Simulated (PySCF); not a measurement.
C₃H₆O₂Si, SMILES O[SiH](C=C=C)O.

Geometry optimised at PBE0-D3(BJ)/def2-SVP. The structure was generated by enumeration, and PubChem lists no compound with its InChIKey, so it may never have been made. One conformer was computed; it need not be the lowest.

All values below come from PBE/def2-TZVP (PySCF).

Isolated molecule, no solvent.

Question: Estimate the frontier levels, gap, dipole moment and polarisability. (Estimate from the structure and the level; the computed values follow.)

Answer: 
- highest occupied level: -6.51 eV
- lowest empty level: -1.42 eV
- orbital gap: 5.10 eV
- dipole moment: 0.61 D
- quadrupole, principal values (traceless, Buckingham form, about the centre of nuclear charge): -9.71, -0.24, 9.94 D·Å
- mean static polarisability: 70.4 bohr³ (10.44 Å³)
- polarisability, principal values: 52.2, 57.4, 101.7 bohr³
